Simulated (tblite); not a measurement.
C₇H₁₂FN.
Numbering: `[CH3:1][C@@:2]1([CH:3]2[CH2:4][CH2:5]2)[NH:6][C@H:7]1[CH2:8][F:9]` (hydrogens: H10, H11, H12 on C1; H13 on C3; H14, H15 on C4; H16, H17 on C5; H18 on N6; H19 on C7; H20, H21 on C8)

Cartesian coordinates in Å at the GFN2-xTB level; atoms count from 1:
```xyz
21
C7H12FN angstrom
C     -0.1069    1.3011   -1.1273
C     -0.0127    0.1806   -0.1113
C     -1.2324    0.0796    0.7629
C     -2.4096   -0.7210    0.2876
C     -1.5767   -1.2173    1.4275
N      0.6066   -1.0796   -0.4639
C      1.3069   -0.2091    0.4571
C      2.5791    0.5107    0.0806
F      3.6638   -0.1093    0.6543
H      0.7028    1.2607   -1.8522
H     -0.0754    2.2671   -0.6264
H     -1.0523    1.2241   -1.6616
H     -1.4394    0.9955    1.3046
H     -3.4025   -0.3485    0.4888
H     -2.3112   -1.2319   -0.6573
H     -0.9219   -2.0516    1.2339
H     -1.9908   -1.1911    2.4238
H      1.0033   -1.1054   -1.3979
H      1.3250   -0.5860    1.4755
H      2.7575    0.5069   -1.0005
H      2.5781    1.5413    0.4560
```

Method: GFN2-xTB as coded in tblite; computed harmonic values from a numerical Hessian at the method's own geometry, unscaled. Against measured fundamentals such values can be off by several per cent, at times by over 20. One conformer, not necessarily the lowest.

Harmonic wavenumbers (cm⁻¹): 50.5, 59.3, 122.7, 146.3, 171.7, 231.7, 271.7, 335.6, 356.0, 447.7, 467.5, 570.5, 713.4, 805.5, 852.7, 886.7, 911.3, 957.5, 971.1, 990.8, 995.6, 1022.2, 1027.4, 1047.6, 1072.7, 1076.1, 1084.6, 1099.6, 1110.3, 1149.1, 1156.8, 1163.2, 1224.2, 1234.8, 1251.1, 1287.6, 1328.3, 1382.8, 1409.6, 1422.9, 1436.4, 1460.2, 1482.9, 1486.1, 1499.4, 2920.6, 2936.1, 3017.6, 3027.7, 3028.3, 3034.2, 3035.9, 3088.1, 3091.4, 3106.5, 3124.2, 3364.1.

A = 3296, B = 932.9, C = 817.9 MHz; mass 129.095 u (most abundant isotopes); point group C1, symmetry number 1.

Q: Zero-point energy?

A: ½Σν̃ = 39003 cm⁻¹ = 111.52 kcal/mol.

Q: Entropy at 500 K, 1 bar (ideal gas, RRHO, classical rotation)?

A: Translation 43.07, rotation 30.78, vibration 48.35: S = 122.2 cal/(mol K).

Q: And Cp and H(500 K) − H(0)?

A: Cp = 59.39 cal/(mol K), of which vibrations give 51.44 (their classical limit is 57 R = 113.3); H(500 K) − H(0) = 16.57 kcal/mol without the zero-point energy, 12.59 from vibrations.

Q: Which modes carry the vibrational entropy at 500 K?

A: 50.5 cm⁻¹: 5.82; 59.3 cm⁻¹: 5.50; 122.7 cm⁻¹: 4.07; 146.3 cm⁻¹: 3.72; 171.7 cm⁻¹: 3.41; 231.7 cm⁻¹: 2.83 cal/(mol K); the other 51 give 23.00 together.

Q: How do the functions run with temperature in this model?

A: 
| T (K) | S (cal/(mol K)) | Cp (cal/(mol K)) | H − H(0) (kcal/mol) | G − H(0) (kcal/mol) | ln q(vib) |
| --- | --- | --- | --- | --- | --- |
| 150 | 77.7 | 22.7 | 2.32 | -9.33 | 2.95 |
| 250 | 91.3 | 32.1 | 5.04 | -17.80 | 5.44 |
| 298.15 | 97.4 | 37.5 | 6.71 | -22.35 | 6.62 |
| 400 | 110.1 | 49.2 | 11.12 | -32.92 | 9.14 |
| 600 | 133.8 | 67.8 | 22.94 | -57.34 | 14.20 |
| 900 | 164.9 | 85.3 | 46.14 | -102.29 | 21.68 |

q(vib) and H(0) count from the zero-point level.

Q: What must be added to the electronic energy to get the Gibbs energy at 500 K and 1 bar?

A: ZPE + [H(500 K) − H(0)] − T·S = 111.52 + 16.57 − 61.10 = 66.99 kcal/mol.

Q: Blend soft modes into free rotors: weight 1/[1 + (100 cm⁻¹/ν̃)⁴] for the oscillator and the rest for a rotor with moment μB/(μ + B), μ = h/(8π²ν), B = 10⁻⁴⁴ kg m². What vibrational entropy results?

A: 44.77 cal/(mol K) in place of 48.35, which changes −T·S at 500 K by +1.79 kcal/mol.

Hindered rotation and anharmonicity are outside this model. Other conformers, if any are populated, would add a mixing term that is left out. The structure is chiral; the term R ln 2 for an equal mix with its mirror image is left out.
